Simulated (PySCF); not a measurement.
Cl2H2SSi, SMILES S[SiH](Cl)Cl. The structure is a stationary point at r2SCAN-D4/def2-SVP. One conformer was computed; it need not be the lowest.

Computed equilibrium geometry at r2SCAN-D4/def2-SVP (PySCF confirms it by a frequency run) as bond lengths and angles (one conformer of several):
Atoms: Si1 S2 Cl3 Cl4 H5 H6. Bond lengths (Å): Si1–S2 2.128, Si1–Cl3 2.063, Si1–Cl4 2.054, Si1–H5 1.480, S2–H6 1.354. Bond angles (°): S2–Si1–Cl3 111.7, S2–Si1–Cl4 105.4, S2–Si1–H5 113.6, Cl3–Si1–Cl4 110.0, Cl3–Si1–H5 106.9, Cl4–Si1–H5 109.3, Si1–S2–H6 93.4.
Charge 0, spin multiplicity 1.
